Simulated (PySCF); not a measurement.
CH$_{6}$MgOSi, singlet, geometry from GFN2-xTB (such geometries of metal compounds can be far from the true shape). Base run: HF/6-31G, polarisability (PySCF).

Here is a job for PySCF.
```python
from pyscf import gto, scf
from pyscf.prop import polarizability

mol = gto.Mole()
mol.atom = '''
    Mg   -0.00728371   -0.00369632   -0.01023785
    O    -0.95042790   -0.48232154   -1.33590453
    C    -1.72003768   -0.87288181   -2.41765435
    H    -2.48842959   -0.11971992   -2.63780652
    H    -1.09488729   -0.99909048   -3.31174848
    H    -2.22224480   -1.82738623   -2.21063918
    Si    1.34554977    0.68283732    1.89128080
    H     1.10059386   -0.14271765    3.08610304
    H     1.08824922    2.07599752    2.29382979
    H     2.79007560    0.59341336    1.61834664
'''
mol.basis = '6-31g'
mol.verbose = 4
mol.build()

mf = scf.RHF(mol)
mf.kernel()
alpha = mf.Polarizability().polarizability()[2, 2]
print('alpha_zz =', alpha)
```

The base run was repeated with changes; each row names its change, and settings that it needs were set with it.

| change | alpha_zz (bohr³) | basis functions | core-seconds (rough) |
|---|---|---|---|
| base | 62.08 | 56 | 1 |
| basis = STO-3G | 36.42 | 34 | 0.5 |
| finite field (a.u.) = 0.05; conv_tol = 1e-11 | 69.00 | 56 | 2 |
| finite field (a.u.) = 2e-4; conv_tol = 1e-6 | 62.18 | 56 | 0.9 |
| basis = def2-SVP | 64.66 | 94 | 4 |
| basis = 6-31+G* | 66.51 | 92 | 5 |
| finite field (a.u.) = 0.02; conv_tol = 1e-11 | 62.93 | 56 | 2 |
| basis = def2-SVPD | 72.74 | 136 | 20 |
| functional = camb3lyp | 70.12 | 56 | 30 |
| finite field (a.u.) = 0.001; conv_tol = 1e-6 | 62.09 | 56 | 1 |
| finite field (a.u.) = 2e-4; conv_tol = 1e-11 | 62.08 | 56 | 1 |
| functional = pbe | 78.06 | 56 | 10 |

Finite-field rows take the second difference of the energy in a field along z; a small field with loose convergence shows SCF noise divided by the square of the field, and a large one adds hyperpolarisability.
